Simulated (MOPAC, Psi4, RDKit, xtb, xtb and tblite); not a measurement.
Two geometries of SMILES CC(C)CC=O, singlet, relaxed at GFN2-xTB with one dihedral held; other torsions can differ between them too.

Structure A

```
16

C      0.6445     1.3487     0.2402
C      0.3778    -0.0501    -0.3092
C      1.4910    -1.0102     0.0993
C     -0.9796    -0.5599     0.1890
C     -2.1419     0.1646    -0.4269
O     -2.1606     0.6545    -1.5204
H      0.6807     1.3318     1.3282
H     -0.1382     2.0364    -0.0710
H      1.5957     1.7253    -0.1281
H      0.3352     0.0059    -1.4015
H      1.3263    -1.9989    -0.3235
H      1.5358    -1.1016     1.1829
H      2.4529    -0.6451    -0.2522
H     -1.0400    -0.4945     1.2772
H     -1.1029    -1.6132    -0.0835
H     -3.0474     0.1805     0.2147
```

Structure B

```
16

C      0.6325     1.3395     0.1984
C      0.4056    -0.0802    -0.3145
C      1.5224    -1.0068     0.1551
C     -0.9603    -0.6059     0.1637
C     -2.0796     0.1945    -0.4412
O     -2.2852     0.3005    -1.6177
H      0.6162     1.3600     1.2865
H     -0.1400     2.0099    -0.1723
H      1.5978     1.7125    -0.1359
H      0.3914    -0.0619    -1.4089
H      1.3825    -2.0123    -0.2348
H      1.5426    -1.0579     1.2420
H      2.4863    -0.6384    -0.1877
H     -1.0132    -0.5798     1.2522
H     -1.0700    -1.6397    -0.1729
H     -2.7335     0.7078     0.2928
```

Problem. Which is lower in energy at the level B3LYP-D3(BJ)/def2-TZVP // GFN2-xTB (Psi4 1.11), and by how much?

Solution. A is lower, by 3.66 kJ/mol (dihedral C2–C4–C5–O6: 30° in A, 60° in B).

E(B) − E(A) in kJ/mol at the other levels, on the same two geometries: GFN2-xTB (xtb and tblite) 2.59; MMFF94 // GFN2-xTB (RDKit) 5.56; B3LYP/def2-TZVP // GFN2-xTB (Psi4) 3.81; PBE/def2-TZVP // GFN2-xTB (Psi4) 3.95; PBE-D3(BJ)/def2-TZVP // GFN2-xTB (Psi4) 3.85; UFF // GFN2-xTB (RDKit) -8.94; PM6, restricted, heats of formation // GFN2-xTB (MOPAC) 0.24; PM3, restricted, heats of formation // GFN2-xTB (MOPAC) 0.85; GFN1-xTB // GFN2-xTB (xtb) 2.70.
